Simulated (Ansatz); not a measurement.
`[AlH2][BH]C[SeH]`, relaxed with RKS PBE0-D4/def2-TZVP in the Gaussian-basis code of Ansatz from a PBE-D4/def2-SVP geometry. The force threshold is 0.005 eV/Å; the program also tests the step.

Total charge 0; spin multiplicity 1.

Start:

```xyz
10

Al    0.827    1.343    0.622
B    -0.692    0.754   -0.771
C    -0.668   -0.824   -0.685
Se    1.118   -1.368    0.061
H     0.402    1.292    2.182
H     2.228    2.034    0.234
H    -1.525    1.268   -1.501
H    -0.898   -1.454   -1.569
H    -1.425   -1.068    0.097
H     0.633   -1.978    1.329
```

```
         step  energy (eV)  largest force (eV/Å)  largest move (Å)
            1  -73743.9943                 0.529             0.000
            2  -73744.0232                 0.185             0.030
            3  -73744.0254                 0.053             0.016
            4  -73744.0258                 0.024             0.006
            5  -73744.0260                 0.015             0.012
            6  -73744.0260                 0.007             0.009
            7  -73744.0260                 0.006             0.005
            8  -73744.0261                 0.004             0.003
            9  -73744.0261                 0.004             0.006
           10  -73744.0261                 0.005             0.008
11 (rejected)  -73744.0261                 0.010             0.010
           12  -73744.0261                 0.004             0.005
```

End:

```xyz
10

Al    0.817    1.340    0.631
B    -0.689    0.751   -0.770
C    -0.673   -0.821   -0.669
Se    1.096   -1.337    0.057
H     0.390    1.299    2.173
H     2.207    2.015    0.230
H    -1.484    1.253   -1.515
H    -0.904   -1.439   -1.538
H    -1.405   -1.061    0.113
H     0.645   -1.999    1.289
```

Hardware: 4 threads of an Arm Neoverse V2 on a shared host. Wall time 42 s, peak host memory 0.49 GiB.
